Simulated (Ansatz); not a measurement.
The cluster Au₂S₂. Charge 0, multiplicity 3. Geometry PBE-D4/def2-SVPD, that of the charge -1 doublet; atoms count from 1.

```
atom   x (Å)   y (Å)   z (Å)
 Au1  -0.518  -2.635  -0.398
 Au2   0.168   0.865   0.085
  S3   0.491   2.850  -0.930
  S4  -0.140  -1.079   1.243
```

In the def2 sets Au takes a core potential; there is no spin–orbit coupling. The structure comes from a short search, and lower isomers may exist.

Question: Estimate the Mulliken populations from the PBE0/def2-TZVPD orbitals of Ansatz.

Answer: 
```
atom  charge (e)  spin (α − β)  d electrons
 Au1        0.26          0.03         9.74
 Au2        0.16          0.17         9.40
  S3       -0.11          1.39            –
  S4       -0.32          0.41            –
```
Mulliken values and Mayer orders depend strongly on the basis. With diffuse functions, as here, like atoms can get unlike values, and bond orders can come out too low or too high.

Question: Where does the spin sit?

Answer: Summed by element: Au 0.20, S 1.80, of 2 unpaired in all. Largest on single atoms: S3 1.39, S4 0.41, Au2 0.17.

Question: And the Mayer bond orders between bonded heavy atoms (over 0.3)?

Answer: Au1–S4 1.12 (2.29 Å); Au2–S3 1.04 (2.25 Å); Au2–S4 0.89 (2.28 Å). Values over 0.3 also appear between atoms too far apart for a bond (S3–S4 0.36 at 4.53 Å); they arise where an orbital or an unpaired electron spreads over both atoms.
